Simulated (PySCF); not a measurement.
Geometry:
```tsv
atom	x (Å)	y (Å)	z (Å)
Al1	1.241	1.308	-0.097
Cl2	3.314	1.491	0.180
Cl3	0.177	3.091	-0.417
C4	0.272	-0.387	-0.034
C5	-0.692	-0.513	-1.216
C6	-0.460	-0.518	1.306
H7	1.029	-1.189	-0.100
H8	-0.173	-0.495	-2.188
H9	-1.433	0.303	-1.224
H10	-1.255	-1.462	-1.165
H11	-1.022	-1.468	1.355
H12	0.227	-0.505	2.168
H13	-1.193	0.293	1.453
```

[PySCF 2.14.0 with density-fitted response routines: structure optimised with PBE0-D3(BJ)/def2-SVP; σ from GIAO-B3LYP/pcSseg-1 (pcSseg-2 on Al); non-relativistic; one averaged value for each set of equivalent atoms; no solvent model; a single conformation]

δ = σ(ref) − σ, references computed at the same level: ¹³C and ¹H against TMS; ²⁷Al vs [Al(H2O)6]3+; HCl for ³⁵Cl.

```json
{"atoms": "H7", "nucleus": "¹H", "count": "1", "δ (ppm)": "?"}
{"atoms": "Al1", "nucleus": "²⁷Al", "count": "1", "δ (ppm)": "209.4"}
{"atoms": "C5/C6", "nucleus": "¹³C", "count": "2", "δ (ppm)": "19.9"}
{"atoms": "C4", "nucleus": "¹³C", "count": "1", "δ (ppm)": "?"}
{"atoms": "H8/H9/H10/H11/H12/H13", "nucleus": "¹H", "count": "6", "δ (ppm)": "1.19"}
{"atoms": "Cl2/Cl3", "nucleus": "³⁵Cl", "count": "2", "δ (ppm)": "35"}
```

Question: Estimate the values marked ?.

Answer: 
- C4: 19.4 ppm, carbon bonded to 2 C, Al, H
- H7: 0.76 ppm, hydrogen on a carbon bonded to 2 C, Al

Shifts are as computed, not scaled to solution data. Of 1309 compounds with measured shifts, 239 miss one by over three times the rms of a fit or turn the order of signals round; such compounds aren't used in these exercises. The averaged Cl atoms aren't alike in the static structure (σ from 885 to 907 ppm); the average presumes fast exchange among these sites.
